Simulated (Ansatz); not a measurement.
One change: `[NH2][Al]([F])[O][SiH3]` becomes `[NH2][Ga]([F])[O][SiH3]`.

Ansatz, PBE0-D4/def2-TZVP geometries, multiplicity 1. Each molecule was computed in one conformer, which needn't be the lowest.

Scalar relativity is left out up to krypton.

| property | `[NH2][Al]([F])[O][SiH3]` |
| --- | --- |
| size of the dipole moment (PBE/def2-TZVPP) / D | 2.08 |
| LUMO energy (PBE0/def2-TZVPP) / eV | -0.60 |
| HOMO energy (ωB97M-V/def2-TZVPP) / eV | -10.20 |
| HOMO–LUMO gap (ωB97M-V/def2-TZVPP) / eV | 11.15 |
| size of the dipole moment (B3LYP/def2-TZVPP) / D | 2.06 |
| LUMO energy (PBE/def2-TZVPP) / eV | -1.45 |

Question: What does the change do to each property? (Estimate.)

Answer: The calculation gave: 
| property | `[NH2][Ga]([F])[O][SiH3]` | shift |
| --- | --- | --- |
| size of the dipole moment (PBE/def2-TZVPP) / D | 2.67 | 0.59 |
| LUMO energy (PBE0/def2-TZVPP) / eV | -0.99 | -0.39 |
| HOMO energy (ωB97M-V/def2-TZVPP) / eV | -10.46 | -0.26 |
| HOMO–LUMO gap (ωB97M-V/def2-TZVPP) / eV | 11.22 | 0.07 |
| size of the dipole moment (B3LYP/def2-TZVPP) / D | 2.64 | 0.58 |
| LUMO energy (PBE/def2-TZVPP) / eV | -1.94 | -0.49 |

With PBE0 the HOMO falls by 0.28 eV and the LUMO falls by 0.39 eV, so the gap narrows by about 0.11 eV. PBE moves the HOMO by -0.26 eV and ωB97M-V by -0.26 eV. Dipoles are sizes alone; their direction can turn.

B3LYP here is the variant with VWN-RPA as its local correlation; programs differ in this.
